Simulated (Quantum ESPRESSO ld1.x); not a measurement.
Task: Coherent X-ray form factor from a spherical all-electron density. Method: scalar-relativistic Kohn-Sham, LDA (Slater exchange, VWN5 correlation), spin-polarised, spherical densities, point nucleus; computed with ld1.x of Quantum ESPRESSO 7.5.

| sin(theta)/lambda (1/angstrom) | f0 (electrons) |
|---|---|
| 0.05 | 17.809 |
| 0.1 | 17.260 |
| 0.15 | 16.414 |
| 0.2 | 15.359 |
| 0.25 | 14.194 |
| 0.3 | 13.009 |
| 0.4 | 10.852 |
| 0.5 | 9.195 |
| 0.6 | 8.041 |
| 0.8 | 6.676 |
| 1 | 5.750 |
| 1.25 | 4.666 |
| 1.5 | 3.676 |
| 2 | 2.303 |

The species is in the configuration that NIST lists as its ground one. Which atom or ion scatters so?

Result: The titanium ion Ti4+, [Ar]. Extrapolating in s^2 from the first two rows gives f0(0) = 18.0, near the electron count 18; among species with that count, the fall with angle is slower the higher Z, and the table is that of Z = 22; from so few rows the species is fixed only to a neighbour or two.
